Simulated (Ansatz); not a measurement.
Computed with Ansatz on PBE0-D4/def2-TZVP structures; ΔE is electronic, products minus reactants. CBS: MP2 limit from def2 TZ/QZ plus the TZ coupled-cluster correction, frozen cores. Functionals use def2-TZVPP. No spin–orbit coupling; open shells (•) take unrestricted orbitals. Elements past krypton have def2 core potentials. For Se, Sn outer-core shells are correlated without core-valence functions, which leaves a few kJ/mol of doubt a bond. Scalar relativity is left out up to krypton.

Reaction (homolysis of the Se–Sn bond): `[SeH][SnH3]` → `[SeH]`• + `[SnH3]`•

Task: What is ΔE at CCSD(T)/CBS? (An estimate is asked.)

Result: Computed: +309.2 kJ/mol.

Task: What do these levels give: BLYP-D4, PBE, r2SCAN, CCSD/def2-SVP, SCS-MP2/def2-QZVPP, MP2/CBS(def2)? (Best estimate.)

Result: The calculation gave: BLYP-D4 275.5, PBE 286.7, r2SCAN 283.3, CCSD/def2-SVP 259.0, SCS-MP2/def2-QZVPP 305.2, MP2/CBS(def2) 324.5 kJ/mol.

Largest T1 diagnostic among the species: 0.015.

Leaving LDA and LC-ωPBE aside and taking each functional with its dispersion term where it has one, the values, not all of them listed here, spread over 20.0 kJ/mol, from BLYP-D4 to ωB97X-V. LDA lies +52.2 kJ/mol from PBE without D4, its usual overbinding. At CCSD(T), def2-SVP lies −44.4 kJ/mol from the extrapolated value and def2-TZVPP −23.4 kJ/mol: correlation converges slowly with the basis, and small sets miss more of it in the bonded molecule than in its fragments. In def2-TZVPP, CCSD(T) changes the Hartree–Fock value by +93.2 kJ/mol (the triples alone add +9.6 kJ/mol) and MP2 by +108.5 kJ/mol; breaking electron pairs costs correlation energy, which Hartree–Fock lacks.
